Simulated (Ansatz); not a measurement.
C2H4AlN (`C=C=[N][AlH2]`). The species carries charge 0 and has multiplicity 1. Geometry: relaxed with PBE0-D4/def2-TZVP.

```xyz
8

C    -1.365   -1.048    1.246
C    -0.520   -0.400    0.476
N     0.248    0.190   -0.226
Al    1.383    1.063   -1.263
H    -2.214   -0.533    1.672
H    -1.211   -2.097    1.455
H     1.085    2.589   -1.517
H     2.594    0.239   -1.843
```

Problem. What is the dipole moment at B3LYP/def2-TZVPP? (Estimate.)

Solution. Computed: 0.23 D, with components (0.15, 0.11, -0.14) D in this frame, pointing from negative to positive charge.

Problem. And with PBE, r2SCAN, ωB97M-V? (Estimate.)

Solution. Ansatz gave: PBE 0.04 D, r2SCAN 0.12 D, ωB97M-V 0.44 D.

Problem. Give the Mulliken charges with B3LYP, PBE, ωB97M-V in def2-TZVPP. (Estimate.)

Solution. Ansatz gave: 
```
atom  B3LYP    PBE  ωB97M-V
  C1  -0.33  -0.27    -0.33
  C2   0.18   0.07     0.22
  N3  -0.23  -0.14    -0.29
 Al4   0.43   0.34     0.40
  H5   0.11   0.11     0.11
  H6   0.11   0.11     0.11
  H7  -0.13  -0.11    -0.10
  H8  -0.13  -0.11    -0.10
```

B3LYP here is the variant with VWN-RPA as its local correlation; programs differ in this.
